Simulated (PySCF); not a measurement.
## W⁺ (tungsten, charge +1) across methods

[Xe] 4f14 5d4 6s1, high-spin 6D determinant. All numbers are calculated (PySCF 2.14, scalar relativity through the core potential, in aug-cc-pVTZ-PP with one added diffuse shell each of s, p, d, f, g type with ECP60MDF (7s7p6d4f3g, 113 functions)).

```
 method  E (hartree)  mean ε 5p β (eV)  mean ε 6s α (eV)  mean ε 5d α (eV)  Σ⟨r²⟩ (bohr²)   ⟨S²⟩
    LDA     -66.8434           -48.653           -13.160           -12.841          41.59  8.750
   PBE0     -67.0013           -50.847           -13.563           -14.197          41.20  8.752
   BP86     -67.0993           -48.883           -13.044           -12.870          41.34  8.751
    UHF    -66.46457           -56.313           -15.279           -17.764          41.46  8.755
r2SCANh     -67.0304           -50.142           -13.413           -13.690          41.06  8.752
 r2SCAN     -67.0482           -49.369           -13.136           -13.177          41.08  8.752
wB97M-V     -66.9178           -53.627           -15.478           -16.395          41.37  8.752
    PBE     -67.0330           -48.653           -12.896           -12.806          41.38  8.751
```

Energies and moments cover only the electrons outside the core potential. Spin-orbit coupling, absent here, splits the open shell strongly.
